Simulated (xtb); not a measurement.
CH3Cl, charge +1, doublet, geometry from GFN2-xTB (a state made from the parent by changing its charge; the spin is typed, not shown lowest), atoms displaced at random by about 0.06 Å a coordinate; GFN2-xTB (xtb).

xtb was given this input:
```
$ xtb mol.xyz --gfn 2 --chrg 1 --uhf 1 --opt --json

# file mol.xyz
5

C     -1.20056935     0.03415092    -0.01867722
Cl     0.66067323     0.02813725    -0.08837888
H     -1.36993586    -0.60075475    -0.87996737
H     -1.44146527    -0.41222114     0.96011769
H     -1.52732815     1.01777908    -0.20970749
```

### Question
What does xtb print? Leave out banner, timings and long lists.

### Answer

```
   ID    Z sym.   atoms
    1    6 C      1
    2   17 Cl     2
    3    1 H      3-5

           -------------------------------------------------
          |                Calculation Setup                |
           -------------------------------------------------

           -------------------------------------------------
          |                 G F N 2 - x T B                 |
           -------------------------------------------------

          ...................................................
          :                      SETUP                      :
          :.................................................:
          :  # basis functions                  17          :
          :  # atomic orbitals                  16          :
          :  # shells                            8          :
          :  # electrons                        13          :
          :  max. iterations                   250          :
          :  Hamiltonian                  GFN2-xTB          :
          :  restarted?                      false          :
          :  GBSA solvation                  false          :
          :  PC potential                    false          :
          :  electronic temp.          300.0000000     K    :
          :  accuracy                    1.0000000          :
          :  -> integral cutoff          0.2500000E+02      :
          :  -> integral neglect         0.1000000E-07      :
          :  -> SCF convergence          0.1000000E-05 Eh   :
          :  -> wf. convergence          0.1000000E-03 e    :
          :  Broyden damping             0.4000000          :
          :  net charge                          1          :
          :  unpaired electrons                  1          :
          ...................................................

 iter      E             dE          RMSdq      gap      omega  full diag
   1     -7.6183342 -0.761833E+01  0.536E+00    5.58       0.0  T
   2     -7.6574637 -0.391295E-01  0.402E+00    6.87       1.0  T
   3     -7.6956664 -0.382027E-01  0.209E+00    6.45       1.0  T
   4     -7.6985662 -0.289983E-02  0.106E+00    6.66       1.0  T
   5     -7.7008599 -0.229372E-02  0.344E-01    6.63       1.0  T
   6     -7.7009955 -0.135626E-03  0.229E-01    6.66       1.0  T
   7     -7.7010591 -0.636107E-04  0.162E-01    6.67       1.0  T
   8     -7.7011153 -0.561409E-04  0.532E-02    6.71       1.0  T
   9     -7.7011178 -0.253582E-05  0.182E-02    6.72       2.5  T
  10     -7.7011187 -0.890640E-06  0.279E-03    6.72      16.0  T
  11     -7.7011187  0.276425E-08  0.167E-03    6.72      26.8  T
  12     -7.7011187 -0.613038E-08  0.274E-04    6.72     163.5  T
  13     -7.7011187 -0.706120E-10  0.202E-04    6.72     220.9  T

   *** convergence criteria satisfied after 13 iterations ***

         :::::::::::::::::::::::::::::::::::::::::::::::::::::
         ::                     SUMMARY                     ::
         :::::::::::::::::::::::::::::::::::::::::::::::::::::
         :: total energy              -7.643883328610 Eh    ::
         :: gradient norm              0.079601289669 Eh/a0 ::
         :: HOMO-LUMO gap              6.721600208405 eV    ::
         ::.................................................::
         :: SCC energy                -7.701118680403 Eh    ::
         :: -> isotropic ES            0.128431680112 Eh    ::
         :: -> anisotropic ES         -0.017066891574 Eh    ::
         :: -> anisotropic XC         -0.000361371532 Eh    ::
         :: -> dispersion             -0.000942776287 Eh    ::
         :: repulsion energy           0.057235351793 Eh    ::
         :: add. restraining           0.000000000000 Eh    ::
         :: total charge               1.000000000000 e     ::
         :::::::::::::::::::::::::::::::::::::::::::::::::::::

      -----------------------------------------------------------
     |                   =====================                   |
     |                        A N C O P T                        |
     |                   =====================                   |
     |               Approximate Normal Coordinate               |
     |                Rational Function Optimizer                |
      -----------------------------------------------------------
      -----------------------------------------------------------
     |                   =====================                   |
     |                        A N C O P T                        |
     |                   =====================                   |
     |               Approximate Normal Coordinate               |
     |                Rational Function Optimizer                |
      -----------------------------------------------------------

          ...................................................
          :                      SETUP                      :
          :.................................................:
          :   optimization level            normal          :
          :   max. optcycles                   200          :
          :   ANC micro-cycles                  20          :
          :   degrees of freedom                 9          :
          :.................................................:
          :   RF solver                   davidson          :
          :   write xtbopt.log                true          :
          :   linear?                        false          :
          :   energy convergence         0.5000000E-05 Eh   :
          :   grad. convergence          0.1000000E-02 Eh/α :
          :   maxmium RF displ.          1.0000000          :
          :   Hlow (freq-cutoff)         0.1000000E-01      :
          :   Hmax (freq-cutoff)         5.0000000          :
          :   S6 in model hess.         20.0000000          :
          ...................................................

generating ANC from exact Hessian ...
Using Lindh-Hessian (1995)
[...]
 * total energy  :    -7.6438833 Eh     change       -0.3303047E-10 Eh
 * total energy  :    -7.6508830 Eh     change       -0.6999661E-02 Eh
 * total energy  :    -7.6536543 Eh     change       -0.2771353E-02 Eh
 * total energy  :    -7.6538149 Eh     change       -0.1605568E-03 Eh
 * total energy  :    -7.6538426 Eh     change       -0.2770151E-04 Eh
 * total energy  :    -7.6538566 Eh     change       -0.1398400E-04 Eh
 * total energy  :    -7.6538601 Eh     change       -0.3545082E-05 Eh
   *** GEOMETRY OPTIMIZATION CONVERGED AFTER 7 ITERATIONS ***
[...]
          :  restarted?                      false          :
          :  GBSA solvation                  false          :
          :  PC potential                    false          :
          :  electronic temp.          300.0000000     K    :
          :  accuracy                    1.0000000          :
          :  -> integral cutoff          0.2500000E+02      :
          :  -> integral neglect         0.1000000E-07      :
          :  -> SCF convergence          0.1000000E-05 Eh   :
          :  -> wf. convergence          0.1000000E-03 e    :
          :  Broyden damping             0.4000000          :
          :  net charge                          1          :
          :  unpaired electrons                  1          :
          ...................................................

 iter      E             dE          RMSdq      gap      omega  full diag
   1     -7.7058245 -0.770582E+01  0.376E-04    7.93       0.0  T
   2     -7.7058245 -0.164295E-10  0.201E-04    7.93     222.6  T
   3     -7.7058245 -0.566924E-11  0.977E-05    7.93     457.6  T

   *** convergence criteria satisfied after 3 iterations ***

         :::::::::::::::::::::::::::::::::::::::::::::::::::::
         ::                     SUMMARY                     ::
         :::::::::::::::::::::::::::::::::::::::::::::::::::::
         :: total energy              -7.653860129722 Eh    ::
         :: gradient norm              0.000515921487 Eh/a0 ::
         :: HOMO-LUMO gap              7.934174147603 eV    ::
         ::.................................................::
         :: SCC energy                -7.705824494806 Eh    ::
         :: -> isotropic ES            0.127981745071 Eh    ::
         :: -> anisotropic ES         -0.014333600449 Eh    ::
         :: -> anisotropic XC          0.001550883648 Eh    ::
         :: -> dispersion             -0.000948337519 Eh    ::
         :: repulsion energy           0.051964365084 Eh    ::
         :: add. restraining           0.000000000000 Eh    ::
         :: total charge               1.000000000000 e     ::
         :::::::::::::::::::::::::::::::::::::::::::::::::::::

           -------------------------------------------------
          |                Property Printout                |
           -------------------------------------------------

    * Orbital Energies and Occupations

         #    Occupation            Energy/Eh            Energy/eV
      -------------------------------------------------------------
         1        2.0000           -1.3095152             -35.6337
         2        2.0000           -0.8819117             -23.9980
         3        2.0000           -0.7859986             -21.3881
         4        2.0000           -0.7824419             -21.2913
         5        2.0000           -0.7823138             -21.2878
         6        1.5063           -0.6976838             -18.9849
         7        1.4937           -0.6976362             -18.9836 (HOMO)
         8                         -0.4060607             -11.0495 (LUMO)
         9                         -0.2721520              -7.4056
        10                         -0.2720753              -7.4035
        11                         -0.2669867              -7.2651
        12                         -0.2669824              -7.2650
        13                         -0.1250415              -3.4026
        14                         -0.0980934              -2.6693
        15                         -0.0603617              -1.6425
        16                         -0.0590876              -1.6079
      -------------------------------------------------------------
                  HL-Gap            0.2915755 Eh            7.9342 eV
             Fermi-level           -0.6247542 Eh          -17.0004 eV

     #   Z          covCN         q      C6AA      α(0)
     1   6 C        3.659    -0.075    22.227     6.765
     2  17 Cl       0.891     0.379    88.517    14.393
     3   1 H        0.923     0.232     0.951     1.525
     4   1 H        0.923     0.231     0.953     1.527
     5   1 H        0.923     0.232     0.951     1.525

 Mol. C6AA /au·bohr⁶  :        290.247134
 Mol. C8AA /au·bohr⁸  :       9262.021866
 Mol. α(0) /au        :         25.735132

Wiberg/Mayer (AO) data.
largest (>0.10) Wiberg bond orders for each atom

 ---------------------------------------------------------------------------
     #   Z sym  total        # sym  WBO       # sym  WBO       # sym  WBO
 ---------------------------------------------------------------------------
     1   6 C    3.688 --     2 Cl   1.107     4 H    0.861     5 H    0.860
                             3 H    0.860
     2  17 Cl   1.175 --     1 C    1.107
     3   1 H    0.886 --     1 C    0.860
     4   1 H    0.887 --     1 C    0.861
     5   1 H    0.886 --     1 C    0.860
 ---------------------------------------------------------------------------

Topologies differ in total number of bonds
Writing topology from bond orders to xtbtopo.mol

molecular dipole:
                 x           y           z       tot (Debye)
 q only:       -1.329       0.044      -0.093
   full:       -0.876       0.059      -0.096       2.246
molecular quadrupole (traceless):
                xx          xy          yy          xz          yz          zz
 q only:        4.281       0.042      -2.146       0.173      -0.009      -2.135
  q+dip:        3.871       0.080      -1.942       0.117      -0.014      -1.928
   full:        4.311       0.103      -2.155       0.111      -0.008      -2.156

optimized geometry written to: xtbopt.xyz

           -------------------------------------------------
          | TOTAL ENERGY               -7.653860129722 Eh   |
          | GRADIENT NORM               0.000515921487 Eh/α |
          | HOMO-LUMO GAP               7.934174147603 eV   |
           -------------------------------------------------

normal termination of xtb
```
